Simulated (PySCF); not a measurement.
## Dipole moment and polarisability of `O=CCCOC(F)(F)F`

C₄H₅F₃O₂.
Geometry (GFN2-xTB, Å), atoms numbered from 1 in this order:
```
atom  x, y, z in Å
O1     2.562   -1.322    0.026
C2     2.481   -0.131    0.100
C3     1.199    0.652    0.165
C4    -0.021   -0.255    0.124
O5    -1.186    0.591    0.190
C6    -2.343   -0.038    0.166
F7    -2.513   -0.901    1.186
F8    -3.332    0.843    0.234
F9    -2.540   -0.770   -0.947
H10    3.382    0.511    0.129
H11    1.195    1.245    1.082
H12    1.173    1.354   -0.671
H13   -0.040   -0.836   -0.803
H14   -0.017   -0.943    0.976
```

Level: PBE0/def2-SVPD (PySCF), static field, nuclei fixed, core orbitals frozen in the response. The polarisability tensor in these axes (au):

```
x   69.50 -1.09 -0.34
y   -1.09 58.38  0.69
z   -0.34  0.69 47.54
```

**Question.** Diagonalise the tensor; give its mean and Δα, where Δα² is half the sum of the squared differences of the eigenvalues.

**Answer.** Principal values 47.49, 58.32 and 69.61 au; mean 58.47 au = 8.66 Å³ = 9.64 × 10⁻⁴⁰ C²·m²/J; Δα = 19.15 au (33 % of the mean).

**Question.** What is the dipole moment, and where does it point?

**Answer.** (2.19, 2.16, 0.11) D, 3.08 D in size, pointing from the negative to the positive side. Measured along this direction, the outermost atoms are F9 and F7 at the negative end and H10 at the positive end.

**Question.** What are the principal values of the traceless quadrupole moment, Θ = ½Σq(3rr − r²1), about the centre of nuclear charge?

**Answer.** -15.47, 4.46, 11.01 D·Å. The values depend on the origin, since the dipole doesn't vanish. The electronic extent ⟨r²⟩ about the same centre is 1552 bohr², a root-mean-square distance of 2.46 Å for the 72 electrons.

**Question.** How large is μ²/3kT at 350 K beside α?

**Answer.** In Gaussian units μ²/3kT = 65.60 Å³ against 8.66 Å³, a ratio of 7.57; the Debye molar polarisation (4π/3)N_A(α + μ²/3kT) is 187.3 cm³/mol, leaving out the vibrational part.

**Question.** Sum over states: ᾱ = Σ f/ω², ω in Eh. What share falls to these 8 lowest TDDFT singlets (eV, f)? 4.41, 0.0002; 7.32, 0.0135; 7.44, 0.0068; 7.99, 0.0620; 8.27, 0.0007; 8.45, 0.0031; 8.51, 0.0069; 8.92, 0.1176.

**Answer.** They add up to 2.21 au, 3.8 % of the 58.47 au; the largest single term is 1.10 au, from the state at 8.92 eV. Terms in order: 0.01, 0.19, 0.09, 0.72, 0.01, 0.03, 0.07, 1.10 au. Higher excitations give the rest. The strengths listed sum to 0.211.

**Question.** Molar refractivity from α?

**Answer.** Lorentz–Lorenz: R = (4π/3)N_A α = 2.5225 cm³/(mol·Å³) × 8.66 Å³ = 21.9 cm³/mol, in the limit of long wavelengths.

One conformer (not necessarily the lowest) at the GFN2-xTB geometry, without solvent, vibrations or thermal averaging.

The run behind these numbers computed excited states as well. Hardware: Arm Neoverse V2, one thread (shared host). Cost: 55 s of wall time.
